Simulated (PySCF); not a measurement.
Species: monofluorogermane, FGeH3.
Structure used (PBE0-D3(BJ)/def2-SVP), in Å, numbered top down from 1:
```xyz
5
FGeH3 angstrom
F      1.6307   -0.4007    0.0804
Ge    -0.0639   -0.0015   -0.0243
H     -0.1536    1.3385   -0.7691
H     -0.5831    0.1013    1.4170
H     -0.7381   -1.1423   -0.8005
```

Method: core-valence-separated Tamm–Dancoff BHandHLYP/aug-pcX-1 (pcseg-1 on H, def2-SVPD on Ge) in PySCF, non-relativistic, gas phase, PBE0-D3(BJ)/def2-SVP geometry. BHandHLYP without relativity tends to put these K edges a few eV too low, so spacings mean more than positions.

Problem. Give energies, oscillator strengths and core holes at the F K edge.

Solution. 
| E (eV) | f | core hole on | main final orbital |
| --- | --- | --- | --- |
| 683.11 | 0.0221 | F1 | LUMO (71 %) |
| 685.68 | 0.0026 | F1 | LUMO+1 (76 %) |
| 686.28 | 0.0180 | F1 | LUMO+2/LUMO+3 (2 roots, f summed) |
| 687.37 | 0.0027 | F1 | LUMO+4 (86 %) |
| 688.03 | 0.0144 | F1 | LUMO+5/LUMO+6 (2 roots, f summed) |

The first line with a tenth or more of the strongest one's intensity is at 683.11 eV (f = 0.022), with the hole on F1 (fluorine bonded to Ge). It is also the strongest listed.

Roots within 0.03 eV whose holes lie on the same, on equivalent or on shared atoms are summed into one line, and the highest roots are left out, as the search may have cut off their partners. Final orbitals are the ground state's empty Kohn–Sham orbitals.

Problem. What are the wavelength and the wavenumber of the 688.03 eV line?

Solution. λ = 12398.42 eV Å/688.03 eV = 18.020 Å; 5.5493 × 10⁶ cm⁻¹.

Only the lowest roots of each edge were sought. The BHandHLYP/aug-pcX-1 (pcseg-1 on H, def2-SVPD on Ge) calculation is non-relativistic and has no spin–orbit coupling, an omission that weighs most on germanium.
